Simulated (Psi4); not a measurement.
C₆H₁₅Sb (SMILES C[CH2][Sb]([CH2]C)[CH2]C), singlet, at a GFN2-xTB geometry (core potentials on Sb). Base run: Psi4 with PBE0/def2-SV(P).

Here is a job for Psi4.
```
memory 2 GB

molecule mol {
0 1
Sb    0.107259   -0.119926    0.766488
C     1.549520    1.079966   -0.400794
C     1.002714    1.775886   -1.629109
H     2.357572    0.401444   -0.672036
H     1.958549    1.817020    0.289636
H     0.203233    2.464352   -1.363308
H     0.617101    1.060691   -2.352168
H     1.791356    2.350671   -2.116304
C    -1.707279    0.295727   -0.397062
C    -2.463733    1.497534    0.133561
H    -2.328377   -0.597134   -0.331102
H    -1.436502    0.448526   -1.438996
H    -1.848662    2.394677    0.091276
H    -2.761776    1.341685    1.168956
H    -3.363189    1.676436   -0.455861
C     0.538084   -2.028160   -0.241255
C     0.501317   -1.987313   -1.754222
H    -0.187637   -2.747755    0.136275
H     1.522244   -2.342312    0.105120
H     1.234795   -1.284203   -2.142518
H    -0.484457   -1.698569   -2.112127
H     0.731827   -2.971142   -2.164417
}

set {
  basis def2-sv(p)
  reference rks
}

energy('pbe0')
print_variables()
```

Each row names what was changed in the base input (with any setting that the change needs).

```tsv
change	basis functions	E (Eh)	dipole (D)	core-seconds (rough)
base	140	-477.40195	0.85	70
basis = def2-SVP	185	-477.43838	0.87	70
basis = def2-SVPD	272	-477.45324	0.91	200
basis = def2-TZVP	326	-477.70425	0.88	200
```

Totals compare only among sets that treat the same electrons; sets with core potentials leave the core out.
